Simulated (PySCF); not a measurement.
**Correlation energy of F⁺ (fluorine, charge +1)**

[He] 2s2 2p3 3s1, high-spin 5S determinant (an excited configuration). All numbers are calculated (PySCF 2.14, the non-relativistic Hamiltonian (point nucleus), in aug-cc-pwCVTZ). Frozen: 1s2; 6 electrons correlated.

| level | correlation energy (mhartree) |
| --- | --- |
| CCSD | -130.80 |
| (T) | -1.95 |
| CCSD(T) | -132.75 |

Diagnostics: T1 = 0.0054, D1 = 0.0160, largest double amplitude 0.035.

Problem. Is a single reference adequate?

Solution. Yes: T1 lies below 0.03 and no double amplitude reaches 0.07.
